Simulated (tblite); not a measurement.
Species: C₆H₈F₄.
Cartesian coordinates in Å at the GFN2-xTB level; atoms count from 1:
```xyz
18
C6H8F4 angstrom
C      2.318   -0.990    0.042
C      0.957   -0.650    0.540
C      0.144    0.318    0.131
C      0.446    1.309   -0.957
F      0.256    2.594   -0.490
C     -1.230    0.481    0.744
C     -2.231   -0.427    0.054
F     -2.323   -0.196   -1.265
F     -3.470   -0.281    0.552
F     -1.920   -1.726    0.189
H      3.028   -0.942    0.867
H      2.319   -2.014   -0.331
H      2.659   -0.334   -0.752
H      0.606   -1.301    1.331
H      1.480    1.256   -1.302
H     -0.239    1.186   -1.804
H     -1.229    0.212    1.802
H     -1.582    1.509    0.637
```

Method: GFN2-xTB as coded in tblite; computed harmonic values from a numerical Hessian at the method's own geometry, unscaled. Against measured fundamentals such values can be off by several per cent, at times by over 20. One conformer, not necessarily the lowest.

Harmonic wavenumbers (cm⁻¹): 32.9, 44.8, 67.4, 76.1, 118.8, 222.0, 237.9, 252.0, 311.0, 325.4, 402.8, 470.1, 473.7, 540.5, 550.9, 638.2, 794.6, 841.3, 863.6, 901.0, 964.3, 991.6, 1024.5, 1030.8, 1056.1, 1063.5, 1128.9, 1171.7, 1180.3, 1202.1, 1210.9, 1288.0, 1301.6, 1344.0, 1401.3, 1429.0, 1439.3, 1466.8, 1479.1, 1738.4, 2929.6, 2990.1, 3002.9, 3005.7, 3006.7, 3020.9, 3052.5, 3072.4.

A = 1730, B = 895.8, C = 688.9 MHz; mass 156.056 u (most abundant isotopes); point group C1, symmetry number 1.

**Question.** Zero-point energy?

**Answer.** Half the sum of the wavenumbers: 28579 cm⁻¹ = 81.71 kcal/mol.

**Question.** Entropy at 200 K, 1 bar (ideal gas, RRHO, classical rotation)?

**Answer.** Translation 39.09, rotation 28.90, vibration 24.81: S = 92.8 cal/(mol K).

**Question.** And Cp and H(200 K) − H(0)?

**Answer.** Cp = 30.66 cal/(mol K), of which vibrations give 22.71 (their classical limit is 48 R = 95.4); H(200 K) − H(0) = 4.08 kcal/mol without the zero-point energy, 2.49 from vibrations.

**Question.** Which modes carry the vibrational entropy at 200 K?

**Answer.** 32.9 cm⁻¹: 4.86; 44.8 cm⁻¹: 4.25; 67.4 cm⁻¹: 3.45; 76.1 cm⁻¹: 3.21; 118.8 cm⁻¹: 2.36; 222.0 cm⁻¹: 1.26 cal/(mol K); the other 42 give 5.44 together.

**Question.** Blend soft modes into free rotors: weight 1/[1 + (100 cm⁻¹/ν̃)⁴] for the oscillator and the rest for a rotor with moment μB/(μ + B), μ = h/(8π²ν), B = 10⁻⁴⁴ kg m². What vibrational entropy results?

**Answer.** 21.76 cal/(mol K) in place of 24.81, which changes −T·S at 200 K by +0.61 kcal/mol.

Hindered rotation and anharmonicity are outside this model. Other conformers, if any are populated, would add a mixing term that is left out. The structure is chiral; the term R ln 2 for an equal mix with its mirror image is left out.

Hardware: an Arm Neoverse N1 with one thread, no GPU, shared host with 64 logical CPUs at a one-minute load of 57. Cost: 1.0 s of wall time. The figure is for the frequency step alone.
